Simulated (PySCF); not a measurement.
## A small calculation by hand: chemical shift, span and skew from a shielding tensor

Si(OSiH3)2(H)(Me) (CH10O2Si3), SMILES C[SiH](O[SiH3])O[SiH3]. Atoms are numbered in the order given.

```xyz
16

Si    -0.0716    -0.9180    -0.7055
C      0.1959    -2.6364    -0.0451
O      1.3225    -0.0265    -0.5691
Si     2.1261     1.0640     0.3903
O     -1.2655    -0.1929     0.1924
Si    -2.1753     1.1761     0.4288
H     -0.4578    -0.9086    -2.1402
H      0.4648    -2.5995     1.0228
H     -0.7189    -3.2418    -0.1477
H      1.0091    -3.1425    -0.5894
H      3.4006     1.4333    -0.2819
H      1.2961     2.2882     0.5880
H      2.4267     0.4696     1.7257
H     -3.5565     0.7756     0.8130
H     -1.5793     1.9942     1.5223
H     -2.2265     1.9942    -0.8188
```
Charge 0, spin multiplicity 1.

Geometry optimised at B3LYP-D3(BJ)/def2-SVP. One conformer was computed; it need not be the lowest.

GIAO shieldings from HF/pcSseg-1 run with PySCF, non-relativistic, no solvent. The symmetric part of the tensor of Si1 has the principal values 389.1, 406.1, 464.8 ppm. The same nucleus in TMS has σ = 393.8 ppm at this level (PySCF, at its B3LYP-D3(BJ)/def2-TZVP geometry).

Task: Work out the isotropic shielding, the ²⁹Si shift against TMS, the span and the skew.

Result: 
σ(iso) = (σ11 + σ22 + σ33)/3 = 420.0 ppm. δ = σ(ref) − σ(iso) = 393.8 − (420.0) = -26.2 ppm.
Span Ω = σ33 − σ11 = 75.7 ppm. Skew κ = 3(σ(iso) − σ22)/Ω = 0.55. Tumbling in solution averages the tensor to δ; in a static solid the shielding alone would spread this spin-1/2 line over Ω.
